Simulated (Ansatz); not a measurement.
Start from `N=C(N)N` and change one atom or group to get `N=C(N)[SiH2]Cl`.

Ansatz, PBE0-D4/def2-TZVP geometries, multiplicity 1. Each molecule was computed in one conformer, which needn't be the lowest.

| property | `N=C(N)N` |
| --- | --- |
| HOMO–LUMO gap (ωB97M-V/def2-TZVPP) / eV | 11.20 |
| size of the dipole moment (ωB97M-V/def2-TZVPP) / D | 2.89 |
| HOMO–LUMO gap (PBE0/def2-TZVPP) / eV | 7.51 |
| HOMO energy (PBE/def2-TZVPP) / eV | -5.44 |
| LUMO energy (ωB97M-V/def2-TZVPP) / eV | 2.11 |
| HOMO energy (PBE0/def2-TZVPP) / eV | -6.78 |

Problem. What does the change do to each property? (Best estimate.)

Solution. The calculation gave: 
| property | `N=C(N)[SiH2]Cl` | shift |
| --- | --- | --- |
| HOMO–LUMO gap (ωB97M-V/def2-TZVPP) / eV | 11.58 | 0.38 |
| size of the dipole moment (ωB97M-V/def2-TZVPP) / D | 2.71 | -0.18 |
| HOMO–LUMO gap (PBE0/def2-TZVPP) / eV | 7.20 | -0.31 |
| HOMO energy (PBE/def2-TZVPP) / eV | -6.06 | -0.62 |
| LUMO energy (ωB97M-V/def2-TZVPP) / eV | 2.01 | -0.10 |
| HOMO energy (PBE0/def2-TZVPP) / eV | -7.31 | -0.53 |

With PBE0 the HOMO falls by 0.53 eV and the LUMO falls by 0.85 eV, so the gap narrows by about 0.32 eV. PBE moves the HOMO by -0.62 eV and ωB97M-V by -0.48 eV. Dipoles are sizes alone; their direction can turn.
